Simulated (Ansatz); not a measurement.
Geometry optimisation, UKS PBE-D4/def2-SVP (Ansatz 0.2.0).

Input file:

```yaml
crystal:
  periodic: [false, false, false]
  atoms:
    - { symbol: C, position_ang: [-0.2644, 1.0923, -0.7394] }
    - { symbol: B, position_ang: [-0.3271, -0.3813, -0.2743] }
    - { symbol: C, position_ang: [0.5256, -0.8362, 0.9519] }
    - { symbol: Cl, position_ang: [-1.2899, -1.6071, -1.1628] }
    - { symbol: H, position_ang: [0.7205, 1.4204, -1.057] }
    - { symbol: H, position_ang: [-0.6617, 1.8046, 0.0751] }
    - { symbol: H, position_ang: [-1.26809, 0.30648, -0.37625] }
    - { symbol: H, position_ang: [-0.0636, -1.2383, 1.7466] }
    - { symbol: H, position_ang: [1.2813, -1.5995, 0.6801] }
    - { symbol: H, position_ang: [1.1213, 0.0273, 1.4031] }
magnetization:
  spin_polarized: true
basis:
  gaussian: { orbitals: def2-SVP }
hamiltonian:
  xc: pbe
  dispersion: d4
relax:
  f_tol: 0.02
  max_steps: 50
```

Run as:

```bash
$ ansatz run input.yaml --threads 2 --pin off --max-ram 3072MiB --backend cpu --events-out ev --progress --plain --runs-dir out
```

Question: Where does it end, and by what steps?

Answer: The forces met the threshold. The force dipped under the threshold on the way, but the program's further checks kept it going. After 18 steps the energy has fallen by 5.349 eV; H7 moved furthest, 1.13 Å. Parted: B2–H7 (1.17 → 2.26 Å).

| step | energy less start (eV) | largest force component (eV/Å) | accepted |
| --- | --- | --- | --- |
| 0 | 0.0000 | 3.864 | yes |
| 1 | -1.5691 | 3.452 | yes |
| 2 | -2.9058 | 3.078 | yes |
| 3 | -3.9101 | 2.587 | yes |
| 4 | -4.8136 | 1.628 | yes |
| 5 | -5.1943 | 0.746 | yes |
| 6 | -5.3231 | 0.128 | yes |
| 7 | -5.3281 | 0.067 | yes |
| 8 | -5.3321 | 0.048 | yes |
| 9 | -5.3108 | 0.489 | no |
| 10 | -5.3371 | 0.025 | yes |
| 11 | -5.3393 | 0.148 | yes |
| 12 | -5.3422 | 0.092 | yes |
| 13 | -5.3461 | 0.009 | yes |
| 14 | -5.3433 | 0.242 | no |
| 15 | -5.3478 | 0.037 | yes |
| 16 | -5.3482 | 0.072 | yes |
| 17 | -5.3486 | 0.024 | yes |
| 18 | -5.3487 | 0.001 | yes |

```xyz
10
Properties=species:S:1:pos:R:3
C -0.559 1.011 -0.531
B -0.214 -0.482 -0.196
C 0.663 -0.919 1.029
Cl -0.854 -1.755 -1.271
H 0.266 1.393 -1.177
H -0.567 1.661 0.368
H -1.497 1.145 -1.104
H -0.031 -1.021 1.897
H 1.165 -1.898 0.908
H 1.402 -0.146 1.324
```

Whether the end is a true minimum wasn't checked by a vibrational analysis.

The run took 23 s on 2 threads of Intel(R) Xeon(R) 6975P-C (Granite Rapids), with other jobs on the host, peak memory 0.22 GiB.
